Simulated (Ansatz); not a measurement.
System (SMILES): BrCl (Cl-Br).
Atoms: Cl1, Br2. Bonds: Cl1-Br2.

Basis-set convergence of the highest harmonic wavenumber at CCSD(T) with Ansatz (a program for electronic structure). Each level at its own minimum, finite differences of forces, unscaled; the reference is a large set that could be run, not a limit. Cartesian d functions, on some or all atoms, in 6-31G*, 6-311G**; all else is spherical. Cores are frozen (with 3d on Ga to Br). No added dispersion term, no relativity. Reference: the value in cc-pV(Q+d)Z, 441 cm⁻¹, itself unsure by roughly 9 cm⁻¹ (its mean distance from aug-cc-pV(T+d)Z, def2-TZVPPD).

```
basis            functions  highest harmonic wavenumber (cm⁻¹)
---------------  ---------  ----------------------------------
cc-pV(D+d)Z             50                                 404
def2-SVP                50                                 ___
6-31G*                  54                                 ___
aug-cc-pV(D+d)Z         68                                 403
6-311G**                71                                 ___
pcseg-2                 77                                 435
cc-pV(T+d)Z             82                                 434
def2-TZVP               85                                 432
def2-TZVPP              90                                 433
def2-TZVPPD            108                                 434
aug-cc-pV(T+d)Z        114                                 432
cc-pV(Q+d)Z            132                                 441
```

Q: Complete the blanks.

A: 
- def2-SVP, highest harmonic wavenumber (cm⁻¹): 394
- 6-31G*, highest harmonic wavenumber (cm⁻¹): 413
- 6-311G**, highest harmonic wavenumber (cm⁻¹): 411
